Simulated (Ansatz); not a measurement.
Cl₂H₄HfN₂ (`[NH2][Hf]([NH2])([Cl])[Cl]`) at its PBE0-D4/def2-TZVP geometry, where that method's forces vanish. The species carries charge 0 and has multiplicity 1. Hf takes the def2 core potential.

```csv
atom,x (Å),y (Å),z (Å)
N1,1.387,0.962,-0.051
Hf2,0.092,-0.540,-0.394
N3,-1.536,-0.086,0.691
Cl4,1.038,-2.563,0.373
Cl5,-0.452,-0.581,-2.691
H6,2.311,1.033,-0.456
H7,1.225,1.762,0.543
H8,-2.343,0.420,0.352
H9,-1.721,-0.408,1.632
```

**Question.** For each bond, give half the difference of the two atoms' forces along it (eV/Å; positive pushes the atoms apart) under PBE-D4, r2SCAN-D4, B3LYP-D4, ωB97M-V in def2-TZVPP. (An estimate is asked.)

**Answer.** Computed: 
```csv
bond,length (Å),PBE-D4,r2SCAN-D4,B3LYP-D4,ωB97M-V
N1–Hf2,2.012,-0.01,0.04,0.11,0.02
N1–H6,1.011,0.23,0.01,-0.05,-0.04
N1–H7,1.009,0.21,0.00,-0.05,-0.03
Hf2–N3,2.008,-0.05,0.03,0.10,0.03
Hf2–Cl4,2.361,0.02,0.03,0.11,0.06
Hf2–Cl5,2.361,0.02,0.03,0.11,0.07
N3–H8,1.011,0.23,0.01,-0.05,-0.03
N3–H9,1.011,0.23,0.01,-0.05,-0.03
```

B3LYP here is the variant with VWN-RPA as its local correlation; programs differ in this.
